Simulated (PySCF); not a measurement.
**Cost of excited-state runs on `InChI=1S/C3H4BrNO/c4-3(6)1-2-5/h1-2H,5H2/b2-1-`**

Molfile (atoms numbered from 1):
```
C3H4BrNO
     RDKit          3D

 10  9  0  0  0  0  0  0  0  0999 V2000
   -1.1074   -0.5846    0.1974 N   0  0  0  0  0  0  0  0  0  0  0  0
   -0.4759    0.5936    0.1324 C   0  0  0  0  0  0  0  0  0  0  0  0
    0.8500    0.7801   -0.1479 C   0  0  0  0  0  0  0  0  0  0  0  0
    1.6803   -0.3534   -0.4051 C   0  0  0  0  0  0  0  0  0  0  0  0
    1.3749   -1.5179   -0.4101 O   0  0  0  0  0  0  0  0  0  0  0  0
    3.5696    0.1339   -0.8017 Br  0  0  0  0  0  0  0  0  0  0  0  0
   -0.5720   -1.4284    0.0262 H   0  0  0  0  0  0  0  0  0  0  0  0
   -2.0897   -0.6414    0.4075 H   0  0  0  0  0  0  0  0  0  0  0  0
   -1.0991    1.4632    0.3243 H   0  0  0  0  0  0  0  0  0  0  0  0
    1.2664    1.7747   -0.1770 H   0  0  0  0  0  0  0  0  0  0  0  0
  1  2  1  0
  2  3  2  0
  3  4  1  0
  4  5  2  0
  4  6  1  0
  1  7  1  0
  1  8  1  0
  2  9  1  0
  3 10  1  0
M  END
```

PySCF with density fitting, on 1 thread of an Arm Neoverse V2, shared host. Command: `OMP_NUM_THREADS=1 python excited_run.py task.json out`

How long does each of these runs take, and how much memory?
- excited-state relaxation, CAM-B3LYP/6-31G*; state S1; TDDFT; grid level 1
- excited-state relaxation, CAM-B3LYP/6-31G*; state T1; UKS; grid level 1


| run | level | basis functions | wall time | peak memory (GiB) |
| --- | --- | --- | --- | --- |
| excited-state relaxation | CAM-B3LYP/6-31G* | 110 | 110 s | 0.68 |
| excited-state relaxation | CAM-B3LYP/6-31G* | 110 | 83 s | 0.68 |

Times from a shared host are rough.
